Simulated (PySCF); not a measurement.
C3H2N3, SMILES [c]1ncncn1, multiplicity 2.

Geometry: B3LYP-D3(BJ)/def2-SVP. The isomer is the one that the SMILES or the coordinates give; other isomers of the formula were not compared.

The numbers are results of TDA-CAM-B3LYP/def2-SVPD (PySCF), not measurements.

Vertical excitations. Isolated molecule, no solvent.

```json
[
 {"state": "root 1", "energy (eV)": "3.25", "λ (nm)": "381", "f": "0.000", "main pairs": "α HOMO→LUMO 98 %"},
 {"state": "root 2", "energy (eV)": "3.38", "λ (nm)": "367", "f": "0.006", "main pairs": "α HOMO→LUMO+1 96 %"},
 {"state": "root 3", "energy (eV)": "4.12", "λ (nm)": "301", "f": "0.009", "main pairs": "β HOMO→LUMO 96 %"},
 {"state": "root 4", "energy (eV)": "4.30", "λ (nm)": "289", "f": "0.000", "main pairs": "α HOMO−1→LUMO 28 %, β HOMO→LUMO+1 68 %"},
 {"state": "root 5", "energy (eV)": "4.88", "λ (nm)": "254", "f": "0.000", "main pairs": "α HOMO−3→LUMO 37 %, α HOMO−4→LUMO+1 13 %, β HOMO−3→LUMO+1 36 %, β HOMO−2→LUMO+2 8 %"},
 {"state": "root 6", "energy (eV)": "4.92", "λ (nm)": "252", "f": "0.011", "main pairs": "α HOMO−1→LUMO 67 %, β HOMO→LUMO+1 29 %"},
 {"state": "root 7", "energy (eV)": "5.07", "λ (nm)": "244", "f": "0.000", "main pairs": "α HOMO−1→LUMO+1 22 %, β HOMO−1→LUMO+1 73 %"},
 {"state": "root 8", "energy (eV)": "5.15", "λ (nm)": "241", "f": "0.000", "main pairs": "α HOMO−1→LUMO+1 45 %, β HOMO→LUMO+2 28 %, β HOMO−1→LUMO+1 24 %"},
 {"state": "root 9", "energy (eV)": "5.21", "λ (nm)": "238", "f": "0.001", "main pairs": "α HOMO−2→LUMO+1 30 %, β HOMO−1→LUMO+2 43 %, β HOMO−2→LUMO 18 %"},
 {"state": "root 10", "energy (eV)": "5.40", "λ (nm)": "229", "f": "0.000", "main pairs": "α HOMO−1→LUMO+1 28 %, β HOMO→LUMO+2 67 %"}
]
```
Unrestricted roots are not spin-pure.
